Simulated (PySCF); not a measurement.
These are TPSSh-D3(BJ)/def2-TZVP // PBE-D3(BJ)/def2-SVP in PySCF values and carry that method's errors. Isolated molecules, 0 K electronic values unless said otherwise. 

Reference species: [Zr(F)4] (neutral, multiplicity 1).

```
Property                                   Value
-------------------------------------  ---------
coordination number                            4
charge on the central atom (Mulliken)     1.81 e
HOMO                                   -11.06 eV
```

Changed species: [Ti(F)4] (M = Ti; the reference has M = Zr).

Question: What does the change do to the coordination number, charge on the central atom (Mulliken) and HOMO?

Answer: the coordination number stays essentially unchanged; the charge on the central atom (Mulliken) drops by 0.15 e, to 1.66 e; the HOMO decreases by 0.32 eV, to -11.38 eV.
